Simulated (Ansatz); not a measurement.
Reactions of HNaS, SMILES `[Na][SH]`.

Isolated molecules relaxed with PBE0-D4/def2-TZVP in Ansatz; ΔE leaves out vibrations. CCSD(T)/CBS is the MP2 limit (def2-TZVPP, def2-QZVPP) plus CCSD(T) − MP2 in def2-TZVPP, frozen cores. This one scheme is used for every species. Functionals use def2-TZVPP. B3LYP here is the variant with VWN-RPA as its local correlation; programs differ in this. Elements past krypton have def2 core potentials. For I, Na outer-core shells are correlated without core-valence functions, which leaves a few kJ/mol of doubt a bond.

```json
{"reaction": "`[Na][SH]` + HCl → `[Na][Cl]` + H₂S", "ωB97X-V (kJ/mol)": "-83", "revPBE-D4 (kJ/mol)": "-71", "B3LYP-D4 (kJ/mol)": "-78", "HF/CBS(def2) (kJ/mol)": "-93", "CCSD(T)/CBS(def2) (kJ/mol)": "-78"}
{"reaction": "`[Na][SH]` + HI → `[Na][I]` + H₂S", "ωB97X-V (kJ/mol)": "-115", "revPBE-D4 (kJ/mol)": "-101", "B3LYP-D4 (kJ/mol)": "-108", "HF/CBS(def2) (kJ/mol)": "-133", "CCSD(T)/CBS(def2) (kJ/mol)": "-110"}
{"reaction": "`[Na][SH]` + H₂O → `[OH][Na]` + H₂S", "ωB97X-V (kJ/mol)": "71", "revPBE-D4 (kJ/mol)": "77", "B3LYP-D4 (kJ/mol)": "73", "HF/CBS(def2) (kJ/mol)": "86", "CCSD(T)/CBS(def2) (kJ/mol)": "72"}
{"reaction": "`[Na][SH]` + CH₃SH → `C[S][Na]` + H₂S", "ωB97X-V (kJ/mol)": "28", "revPBE-D4 (kJ/mol)": "23", "B3LYP-D4 (kJ/mol)": "26", "HF/CBS(def2) (kJ/mol)": "32", "CCSD(T)/CBS(def2) (kJ/mol)": "27"}
{"reaction": "`[Na][SH]` + H–F → `[F][Na]` + H₂S", "ωB97X-V (kJ/mol)": "-10", "revPBE-D4 (kJ/mol)": "-5", "B3LYP-D4 (kJ/mol)": "-8", "HF/CBS(def2) (kJ/mol)": "3", "CCSD(T)/CBS(def2) (kJ/mol)": "-1"}
```

Largest T1 diagnostic: 0.013, for `[F][Na]`.
